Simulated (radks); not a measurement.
Valence configurations of I I (all share [Kr]). Calculated with a radial shooting solver on a logarithmic mesh with Libxc functionals: Dirac Kohn-Sham, PBEsol, spin-unpolarised, spherical densities, finite nucleus; open shells fill j = l - 1/2 first; Fermi nuclear charge, rms radius 4.75 fm. Energies are relative to 4d10 5s2 5p5; eigenvalues in eV.

valence           E (eV)  e(4d3/2)  e(4d5/2)  e(5p1/2)  e(5p3/2)  e(5s1/2)
4d10 5s2 5p5       0.000   -51.078   -49.362    -7.748    -6.739   -17.365
4d10 5s1.5 5p5.5   5.340   -51.786   -50.067    -8.057    -7.025   -17.761
4d10 5s1 5p6      10.735   -52.479   -50.758    -8.356    -7.303   -18.145
4d9.5 5s2 5p5.5   21.988   -54.349   -52.597    -8.355    -7.268   -18.310
4d9 5s2 5p6       45.330   -57.619   -55.832    -8.956    -7.792   -19.238

NIST lists [Kr] 4d10 5s2 5p5 as the ground configuration; this level of theory agrees among the configurations tried. The energies are those of spherical spin-averaged densities, not of single terms.
